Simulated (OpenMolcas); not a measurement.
An OpenMolcas run meant for Ga⁺ (ANO-RCC-VQZP, X2C; inactive shells 1s 2s 2p 3s 3p 3d; intended active space 2 electrons in 4 orbitals (4s 4p)). One step of its input:

```
&CASPT2
Multistate=1 1
Frozen=3 6
IPEA=-0.25
Imaginary=0.1
MaxIter=60
WThr=0.0 0.3 0.05
PrWF=0.5
NoMix
```

The run finished. Its levels beside those of a sound run (SS-CASPT2, IPEA 0.25 Eh, imaginary shift 0.1 Eh (closed shells correlated: 3d)), in cm⁻¹ above each run's lowest level:

| Level | This run | Usual run |
| --- | --- | --- |
| 4s² ¹S₀ | 0.0 | 0.0 |
| 4s 4p ³P°₀ | 46359 | 46869 |
| 4s 4p ³P°₁ | 46744 | 47254 |
| 4s 4p ³P°₂ | 47535 | 48045 |
| 4s 4p ¹P°₁ | 70267 | 72099 |

Q: Which setting is unsound, and how much does it matter here?

A: The IPEA shift is negative. Against the sound run the excited levels shown move by 840 cm-1 on average and by 1800 cm-1 at most.

Some high roots are left out of the spin-orbit mixing, which shifts the levels that they would mix with. Only configurations of the active space appear.

° marks odd parity.
